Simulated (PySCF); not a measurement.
Se(Cl)(NMe2) (C₂H₆ClNSe), SMILES CN(C)[Se]Cl. Atoms are numbered in the order given.

```xyz
11

Se     0.8178     0.3353     0.0000
Cl    -0.9782     1.7502     0.0000
N      0.0625    -1.2931     0.0000
C     -0.5893    -1.7423    -1.2247
C     -0.5893    -1.7423     1.2247
H     -1.5976    -1.3000    -1.3368
H     -0.6896    -2.8399    -1.2024
H      0.0158    -1.4584    -2.0954
H     -0.6896    -2.8399     1.2024
H     -1.5976    -1.3000     1.3368
H      0.0158    -1.4584     2.0954
```
Charge 0, spin multiplicity 1.

Geometry optimised at B3LYP-D3(BJ)/def2-SVP. Other conformers were not sampled.

These are HF/pcSseg-1 (PySCF) values and carry that method's errors.

GIAO shieldings, no solvent; atoms alike by connectivity are averaged. δ = σ(ref) − σ: ⁷⁷Se against Me2Se (σ = 1942.8 ppm); ³⁵Cl against HCl (σ = 958.2 ppm); ¹⁵N against NH3 (σ = 267.3 ppm); ¹³C against TMS (σ = 192.6 ppm); ¹H against TMS (σ = 31.99 ppm), references at their B3LYP-D3(BJ)/def2-TZVP geometries, non-relativistic (without spin–orbit terms, shifts of atoms bonded to Cl or Br come out too high).

| nucleus | atoms | count | δ (ppm) |
|---|---|---|---|
| ⁷⁷Se | Se1 | 1 | 1879.9 |
| ³⁵Cl | Cl2 | 1 | -81.4 |
| ¹⁵N | N3 | 1 | 85.2 |
| ¹³C | C4, C5 | 2 | 49.2 |
| ¹H | H6, H7, H8, H9, H10, H11 | 6 | 3.24 |
